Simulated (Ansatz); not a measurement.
`[NH2][Ti]([OH])([F])[Cl]` + H–F → `[NH2][Ti]([OH])([F])[F]` + HCl  (ligand exchange at a Ti–Cl bond)

Calculated with Ansatz (gas phase, PBE0-D4/def2-TZVP geometries, no zero-point term in ΔE). CCSD(T)/CBS is the MP2 limit (def2-TZVPP, def2-QZVPP) plus CCSD(T) − MP2 in def2-TZVPP, frozen cores. This one scheme is used for every species. Functionals use def2-TZVPP. For Ti outer-core shells are correlated without core-valence functions, which leaves a few kJ/mol of doubt a bond. Scalar relativity is left out up to krypton. One conformer a species, not always the lowest.

| level | ΔE (eV) |
| --- | --- |
| B97M-V | -0.18 |
| r2SCANh-D4 | -0.15 |

What does CCSD(T)/CBS give? (Best estimate.)

Computed: -0.06 eV. The listed levels differ from it by -0.12, -0.09 eV.

Largest T1 diagnostic among the species: 0.024, so the coupled-cluster value is less sure than usual.

Leaving LDA and LC-ωPBE aside and taking each functional with its dispersion term where it has one, the values, not all of them listed here, spread over 0.16 eV, from CAM-B3LYP-D4 to PBE-QIDH. LDA lies +0.03 eV from PBE without D4. From BLYP to BHLYP (50 % exact exchange), in def2-TZVPP and without D4, ΔE moves by +0.07 eV. In def2-TZVPP, CCSD(T) changes the Hartree–Fock value by +0.10 eV (the triples alone add +0.05 eV) and MP2 by +0.20 eV.
